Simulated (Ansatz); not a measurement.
Geometry optimisation, RKS PBE/def2-SVP (Ansatz).

The input (input.yaml):

```yaml
crystal:
  periodic: [false, false, false]
  atoms:
    - { symbol: In, position_ang: [0.0, 0.0, 0.0] }
    - { symbol: Cl, position_ang: [0.0, 0.0, 2.79] }
    - { symbol: C, position_ang: [1.8879, 0.0, -1.09] }
    - { symbol: H, position_ang: [2.2175, -1.0462, -1.2602] }
    - { symbol: H, position_ang: [1.7514, 0.508, -2.0674] }
    - { symbol: H, position_ang: [2.6574, 0.5381, -0.4982] }
    - { symbol: C, position_ang: [-1.8879, 0.0, -1.09] }
    - { symbol: H, position_ang: [-2.448, -0.9305, -0.8608] }
    - { symbol: H, position_ang: [-2.492, 0.8797, -0.7846] }
    - { symbol: H, position_ang: [-1.6862, 0.0508, -2.1803] }
    - { symbol: Si, position_ang: [0.1268, 2.6826, 0.8924] }
    - { symbol: H, position_ang: [0.7031, 2.7235, 2.2332] }
    - { symbol: H, position_ang: [0.9611, 3.4605, -0.019] }
    - { symbol: H, position_ang: [-1.2181, 3.2499, 0.9239] }
    - { symbol: H, position_ang: [0.0735, 1.5551, 2.2409] }
basis:
  gaussian: { orbitals: def2-SVP }
hamiltonian:
  xc: pbe
relax:
  f_tol: 0.15
  max_steps: 25
  restrain:
    - { distance: [0, 10], at: 3.73, k: 30.0 }
    - { distance: [14, 1], at: 2.57, k: 30.0 }
    - { distance: [0, 1], at: 2.44, k: 30.0 }
    - { distance: [14, 10], at: 1.46, k: 30.0 }
```

Run as:

```bash
$ ansatz run input.yaml --threads 4 --pin off --max-ram 5120MiB --backend cpu --events-out ev --progress --plain --runs-dir out
```

Q: Where does it end, and by what steps?

A: The forces met the threshold. The restraints hold the end off the free minimum. After 9 steps the energy has fallen by 2.359 eV (the restraints' own energy left out); Cl2 moved furthest, 1.12 Å. Parted: In1–Si11, Cl2–H15.

| step | energy less start (eV) | largest force component (eV/Å) | accepted |
| --- | --- | --- | --- |
| 0 | 0.0000 | 1.815 | yes |
| 1 | 0.6859 | 2.296 | yes |
| 2 | 0.8601 | 2.488 | yes |
| 3 | 0.1966 | 2.359 | yes |
| 4 | -0.8736 | 1.803 | yes |
| 5 | -1.6366 | 1.261 | yes |
| 6 | -2.1070 | 0.732 | yes |
| 7 | -2.3389 | 0.387 | yes |
| 8 | -2.3486 | 0.613 | yes |
| 9 | -2.3590 | 0.625 | yes |

```xyz
15
Properties=species:S:1:pos:R:3
In 0.008 -0.262 -0.294
Cl -0.005 -0.857 2.068
C 2.042 -0.134 -1.034
H 2.430 -1.163 -1.166
H 2.086 0.401 -2.002
H 2.665 0.387 -0.283
C -2.025 -0.095 -1.032
H -2.566 -1.026 -0.775
H -2.515 0.754 -0.516
H -2.054 0.065 -2.127
Si 0.114 3.117 1.281
H 0.778 3.708 2.491
H 0.930 3.431 0.055
H -1.262 3.697 1.109
H 0.022 1.649 1.454
```

Time of the run: 22 s on 4 threads of Arm Neoverse V1, on a shared host, peak memory 0.21 GiB.
